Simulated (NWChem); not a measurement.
System meant: C5H8; SMILES C1CC=C1C

The following NWChem deck was run.

```
start job
memory heap 200 mb stack 900 mb global 1100 mb
geometry units angstroms noautosym nocenter noautoz
  C      0.003999    -1.972627    -0.008109
  C      0.061717    -0.481774    -0.015885
  C      1.034321     0.434528    -0.157418
  C      0.106890     1.627652    -0.021564
  C     -1.035587     0.563674     0.144696
  H      0.996648    -2.412975    -0.153182
  H     -0.655148    -2.349386    -0.802432
  H     -0.400667    -2.350147     0.941151
  H      2.108230     0.359392    -0.314164
  H      0.012279     2.269356    -0.906728
  H      0.269257     2.268597     0.854265
  H     -1.799998     0.578643    -0.643073
  H     -1.542998     0.577881     1.118071
end
basis spherical
  C library 6-31g*
  H library 6-31g*
end
dft
  xc m06-2x
  iterations 150
end
property
  shielding 10 1 2 3 4 5 6 7 9 10 12
end
task dft property
```

End of the output:

```
 Vector   22  Occ=0.000000D+00  E= 1.657768D-01
              MO Center= -2.7D-01,  8.9D-01,  3.3D-02, r^2= 6.6D+00
   Bfn.  Coefficient  Atom+Function         Bfn.  Coefficient  Atom+Function
  ----- ------------  ---------------      ----- ------------  ---------------
    48      1.933385   4 C  s                80     -0.940060  10 H  s
    82     -0.940055  11 H  s                 6     -0.918959   1 C  s
    62      0.902508   5 C  s                84     -0.624385  12 H  s
    86     -0.624376  13 H  s                72      0.590203   6 H  s
    20     -0.529734   2 C  s                64     -0.475384   5 C  py

 center of mass
 --------------
 x =   0.02875742 y =   0.02750113 z =  -0.01678969

 moments of inertia (a.u.)
 ------------------
         431.998988034817           1.624127692705          17.161427629053
           1.624127692705         154.074861434811          -0.408398101316
          17.161427629053          -0.408398101316         547.091425861695

     Multipole analysis of the density
     ---------------------------------

     L   x y z        total         alpha         beta         nuclear
     -   - - -        -----         -----         ----         -------
     0   0 0 0     -0.000000    -19.000000    -19.000000     38.000000

     1   1 0 0     -0.063998     -0.046780     -0.046780      0.029561
     1   0 1 0     -0.123562     -0.033510     -0.033510     -0.056542
     1   0 0 1      0.009286      0.246312      0.246312     -0.483339

     2   2 0 0    -22.889343    -55.487044    -55.487044     88.084746
     2   1 1 0      0.097518      0.849597      0.849597     -1.601677
     2   1 0 1     -0.138953      5.128290      5.128290    -10.395532
     2   0 2 0    -22.666699   -139.239310   -139.239310    255.811922
     2   0 1 1     -0.012164     -0.175078     -0.175078      0.337992
     2   0 0 2    -23.827170    -21.102610    -21.102610     18.378050

          -----------------------------------------
          Chemical Shielding Tensors (GIAO, in ppm)
          -----------------------------------------

 ------------------------------------------------------------------------
  xm06: d2 not coded                    0
 ------------------------------------------------------------------------
 ------------------------------------------------------------------------
  current input line :
    29: task dft property
 ------------------------------------------------------------------------
 ------------------------------------------------------------------------
 This error has not yet been assigned to a category
 ------------------------------------------------------------------------
 For more information see the NWChem manual at https://nwchemgit.github.io

0: xm06: d2 not coded:Received an Error in Communication
```

Q: Can this run be used? If not, why, and what is the fix?

A: The run crashed. Cause: this functional's second derivatives, which shieldings need, aren't coded here; the fix takes a hybrid GGA instead. This input runs:
```
start job
memory heap 200 mb stack 900 mb global 1100 mb
geometry units angstroms noautosym nocenter noautoz
  C      0.003999    -1.972627    -0.008109
  C      0.061717    -0.481774    -0.015885
  C      1.034321     0.434528    -0.157418
  C      0.106890     1.627652    -0.021564
  C     -1.035587     0.563674     0.144696
  H      0.996648    -2.412975    -0.153182
  H     -0.655148    -2.349386    -0.802432
  H     -0.400667    -2.350147     0.941151
  H      2.108230     0.359392    -0.314164
  H      0.012279     2.269356    -0.906728
  H      0.269257     2.268597     0.854265
  H     -1.799998     0.578643    -0.643073
  H     -1.542998     0.577881     1.118071
end
basis spherical
  C library 6-31g*
  H library 6-31g*
end
dft
  xc pbe0
  iterations 150
end
property
  shielding 10 1 2 3 4 5 6 7 9 10 12
end
task dft property
```
It converges to -195.05178 Ha (PBE0/6-31G* (spherical d), GIAO).
